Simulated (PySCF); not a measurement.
A series of related molecules.

All values: PBE0/pcSseg-1 (PySCF) at GFN2-xTB geometries, gas phase, one conformer each.

Question: Rank by LUMO energy, lowest first.
A. `C#CC[C@@H]1C[SiH2]O[Si@H]1N`
B. `C#CC[C@@H]1C[SiH2][SiH2]1`
C. `C1[C@@H](CC#C)[Si@@H]([SiH2]1)N`
D. `C#CC[C@@H]1[SiH2][SiH2][Si@H]1N`
E. `C#CC(=O)[C@@H]1C[SiH2][Si@H]1N`

Answer: E (-1.66 eV), D (-1.00 eV), C (-0.28 eV), B (-0.01 eV), A (0.57 eV).

Question: Rank by HOMO energy, highest first.
A. `C#CC[C@@H]1C[SiH2][Si@@H](N)N1`
B. `C#CC[C@@H]1C[SiH2][SiH2]1`
C. `C#CC[C@@H]1C[SiH2]O[Si@H]1N`
D. `C#CC[C@@H]1[SiH2][SiH2][Si@H]1N`

Answer: A (-6.84 eV), D (-6.99 eV), C (-7.34 eV), B (-7.54 eV).

Question: Rank by the lowest IAO charge on any atom, highest value first.
A. `C#CC[C@@H]1C[SiH2][Si@H]1N`
B. `C#CC[C@@H]1C[SiH2][SiH2]1`
C. `C#CC[C@@H]1C[SiH2]O[Si@H]1N`

Answer: B (-0.532 e), A (-0.821 e), C (-0.894 e).

All values together:

```
                         SMILES                          change     formula  μ (D)  HOMO (eV)  LUMO (eV)  lowest IAO charge (e)  highest IAO charge (e)  lowest Hirshfeld charge (e)  highest Hirshfeld charge (e)
     C#CC[C@@H]1C[SiH2][Si@H]1N                          parent   C5H11NSi2   1.85      -6.78      -0.28             -0.821 (N)             +0.743 (Si)                   -0.314 (N)                   +0.302 (Si)
C#CC[C@@H]1[SiH2][SiH2][Si@H]1N                C replaced by Si   C4H11NSi3   1.23      -6.99      -1.00             -0.821 (N)             +0.759 (Si)                   -0.317 (N)                   +0.303 (Si)
    C#CC[C@@H]1C[SiH2]O[Si@H]1N    O inserted into a Si-Si bond  C5H11NOSi2   1.23      -7.34       0.57             -0.894 (O)             +1.227 (Si)                   -0.319 (O)                   +0.439 (Si)
 C#CC(=O)[C@@H]1C[SiH2][Si@H]1N             CH2 replaced by C=O   C5H9NOSi2   3.29      -6.84      -1.66             -0.816 (N)             +0.755 (Si)                   -0.308 (N)                   +0.309 (Si)
 C#CC[C@@H]1C[SiH2][Si@@H](N)N1    NH inserted into a Si-C bond  C5H12N2Si2   1.11      -6.84       0.05             -0.835 (N)             +0.864 (Si)                   -0.319 (N)                   +0.319 (Si)
      C#CC[C@@H]1C[SiH2][SiH2]1  terminal N group replaced by H    C5H10Si2   0.58      -7.54      -0.01             -0.532 (C)             +0.443 (Si)                   -0.164 (C)                   +0.245 (Si)
```

Conformers: `[CH:1]#[C:2][CH2:3][C@@H:4]1[CH2:5][SiH2:6][Si@H:7]1[NH2:8]` with C2–C3–C4–C5 -63°, Si6–Si7–N8–H 45° and -93°, C3–C4–C5–Si6 -141°, C4–C5–Si6–Si7 13°, C5–Si6–Si7–N8 -116°, C3–C4–Si7–Si6 136°; `[CH:1]#[C:2][CH2:3][C@@H:4]1[SiH2:5][SiH2:6][Si@H:7]1[NH2:8]` with C2–C3–C4–Si5 -179°, Si6–Si7–N8–H 175° and 38°; `[CH:1]#[C:2][CH2:3][C@@H:4]1[CH2:5][SiH2:6][O:7][Si@H:8]1[NH2:9]` with C2–C3–C4–C5 -60°, O7–Si8–N9–H -176° and -40°, C3–C4–C5–Si6 -157°, C4–C5–Si6–O7 25°, C5–Si6–O7–Si8 -8°, Si6–O7–Si8–N9 -124°; `[CH:1]#[C:2][C:3](=[O:4])[C@@H:5]1[CH2:6][SiH2:7][Si@H:8]1[NH2:9]` with C2–C3–C5–C6 -152°, Si7–Si8–N9–H -105° and 31°, C3–C5–C6–Si7 -70°, C5–C6–Si7–Si8 -24°, C6–Si7–Si8–N9 -79°, C3–C5–Si8–Si7 87°; `[CH:1]#[C:2][CH2:3][C@@H:4]1[CH2:5][SiH2:6][Si@@H:7]([NH2:8])[NH:9]1` with C2–C3–C4–C5 178°, Si6–Si7–N8–H 53° and -84°, C3–C4–C5–Si6 -81°, C4–C5–Si6–Si7 -22°, C5–Si6–Si7–N8 -109°, Si6–Si7–N9–C4 27°; `[CH:1]#[C:2][CH2:3][C@@H:4]1[CH2:5][SiH2:6][SiH2:7]1` with C2–C3–C4–C5 61°, C3–C4–C5–Si6 -139°, C4–C5–Si6–Si7 11°, C5–Si6–Si7–C4 -9°, C3–C4–Si7–Si6 134°.

Question: Give the shifts from the parent, `C#CC[C@@H]1C[SiH2][Si@H]1N`.

Answer: 
| SMILES | change in μ (D) | change in HOMO (eV) | change in LUMO (eV) |
| --- | --- | --- | --- |
| C#CC[C@@H]1[SiH2][SiH2][Si@H]1N | -0.62 | -0.21 | -0.72 |
| C#CC[C@@H]1C[SiH2]O[Si@H]1N | -0.62 | -0.56 | +0.85 |
| C#CC(=O)[C@@H]1C[SiH2][Si@H]1N | +1.44 | -0.06 | -1.38 |
| C#CC[C@@H]1C[SiH2][Si@@H](N)N1 | -0.74 | -0.06 | +0.33 |
| C#CC[C@@H]1C[SiH2][SiH2]1 | -1.27 | -0.76 | +0.27 |
